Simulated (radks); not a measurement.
Values are calculated unless marked as measured or tabulated.
Problem. Spin polarisation of the 4d5 shell in neutral molybdenum. Start: [Kr] 4d(up 2.5, down 2.5) 5s(up 0.5, down 0.5); electrons of 4d are moved from spin down to spin up, other shells keep equal spins. Code: a radial shooting solver on a logarithmic mesh with Libxc functionals. Model: scalar-relativistic Kohn-Sham, BLYP, spin-polarised, spherical densities, point nucleus. Estimate the energy gained and the exchange splitting at a moment of 5 Bohr magnetons.

Solution. At moment 5 the spin-polarisation energy is -3.172 eV and the 4d exchange splitting 2.411 eV, that is 0.482 eV per Bohr magneton; E = -I m^2/4 would give I = 0.507 eV.
